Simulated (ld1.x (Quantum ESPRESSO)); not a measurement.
## PBE RRKJ dataset for Ta (Z = 73), non-relativistic all-electron reference.

ld1.x (Quantum ESPRESSO) 7.5 input, shortened:

```
&input
   title='Ta', zed=73., rel=0, dft='PBE', iswitch=3,
   config='[Xe] 4f14 5d3 6s2 6p0'
 /
 &inputp
   pseudotype=2, tm=.false., lloc=2,
   nlcc=.false.
 /
3
5S  1  0   2.00   0.00  2.00  2.00  0.0
5P  2  1   6.00   0.00  2.05  2.05  0.0
5D  3  2   3.00   0.00  2.85  2.85  0.0
 &test
   configts(1)='5s2 5p6 5d3 6s2 6p0'
 /
```

Occupied shells without a wave of their own: 6s. They enter only through the test configuration that unscreens the potential.

All-electron outer shells of the reference configuration (PBE, non-relativistic, ld1.x):

| shell | level (eV) | outermost node (bohr) | outermost maximum (bohr) |
| --- | --- | --- | --- |
| 4d | -225.07 | 0.22 | 0.47 |
| 5s | -60.36 | 0.59 | 1.07 |
| 5p | -37.29 | 0.61 | 1.17 |
| 4f | -32.37 | – | 0.44 |
| 5d | -4.77 | 0.65 | 1.54 |
| 6s | -4.59 | 1.45 | 3.07 |
| 6p | -1.50 | 1.65 | 3.99 |

What the tests gave:

```json
{"Cutoffs needed": "30 Ry and 40 Ry (the cutoffs (Ry, on a coarse ladder) from which the occupation-weighted sum of valence levels, in a spherical-Bessel basis at the reference potential, stays within 10 and 1 mRy of its value at 400 Ry)", "Ghost test": "no extra level below or beside the all-electron valence levels (s, p, d, f tested) (spherical-Bessel basis up to 400 Ry, 20 bohr box)", "Largest excitation error": "-1790 meV (all-electron minus pseudo) for 5s2 5p6 5d2 6s0 6p0, out of 7 test configurations"}
```

The potential misses its own reference levels by up to 0.3 eV.

Generation and tests took about 1.9 s on one core of a shared server CPU.
